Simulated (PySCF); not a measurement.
A calculated (UHF, PySCF 2.14, def2-TZVPPD, no relativity, point nucleus) atom or ion has these occupied shells.

| shell | electrons | orbital energy (eV) | rms radius, mean of both spins (bohr) |
| --- | --- | --- | --- |
| 1s | 2 | -11047.5 | 0.0554 |
| 2s | 2 | -1439.2 | 0.231 |
| 2p | 6 | -1278.2 | 0.205 |
| 3s | 2 | -215.69 | 0.678 |
| 3p | 6 | -160.38 | 0.705 |
| 3d | 10 | -64.421 | 0.805 |
| 4s | 2 | -31.955 | 2.16 |

Q: Name the element and its charge.

A: Ge²⁺ (germanium, charge +2), in [Ar] 3d10 4s2, closed-shell 1S.
